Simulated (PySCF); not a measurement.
C2H6Si, charge +1, doublet, geometry from GFN2-xTB (a state made from the parent by changing its charge; the spin is typed, not shown lowest). Base run: PySCF with HF/6-31G**.

The PySCF input:
```python
from pyscf import gto, scf

mol = gto.Mole()
mol.atom = '''
    Si   -0.202616    0.088702    0.418094
    C     0.820331    1.514757   -0.276760
    H     0.761885    2.405349    0.354422
    H     0.470268    1.786036   -1.274831
    H     1.870937    1.227642   -0.353551
    C    -0.553050   -1.631768   -0.274767
    H     0.380789   -2.158615   -0.481304
    H    -1.113800   -1.559104   -1.208782
    H    -1.137135   -2.241071    0.419896
'''
mol.basis = '6-31g**'
mol.charge = 1
mol.spin = 1
mol.verbose = 3
mol.build()

mf = scf.UHF(mol)
mf.kernel()
```

Each row names what was changed in the base input (with any setting that the change needs).

```json
[
 {"change": "base", "ΔE vs base (mEh)": "0.000", "fitting functions": "-"},
 {"change": "auxbasis = cc-pvtz-ri", "ΔE vs base (mEh)": "2.839", "fitting functions": "464"},
 {"change": "auxbasis = even-tempered beta=2.0", "ΔE vs base (mEh)": "0.021", "fitting functions": "558"},
 {"change": "auxbasis = def2-tzvp-ri", "ΔE vs base (mEh)": "-2.529", "fitting functions": "355"},
 {"change": "auxbasis = autoaux", "ΔE vs base (mEh)": "0.055", "fitting functions": "537"},
 {"change": "auxbasis = default (with mf = mf.density_fit())", "ΔE vs base (mEh)": "0.019", "fitting functions": "390"},
 {"change": "auxbasis = even-tempered beta=3.0", "ΔE vs base (mEh)": "-0.182", "fitting functions": "399"},
 {"change": "exchange = seminumerical (SGX) (with mf = sgx.sgx_fit(mf, auxbasis='def2-universal-jfit'); with mf.with_df.dfj = True)", "ΔE vs base (mEh)": "-0.331", "fitting functions": "215"},
 {"change": "only_dfj = on; auxbasis = def2-universal-jfit", "ΔE vs base (mEh)": "-0.347", "fitting functions": "215"},
 {"change": "auxbasis = cc-pvtz-jkfit", "ΔE vs base (mEh)": "0.019", "fitting functions": "459"}
]
```

A fitting set is made for a task (jfit for Coulomb, jkfit for Coulomb and exchange, ri for correlation) and for a family of orbital bases.

Open shells are given as the SCF converged; they aren't shown to be the lowest states, and a large step between rows can be another state.
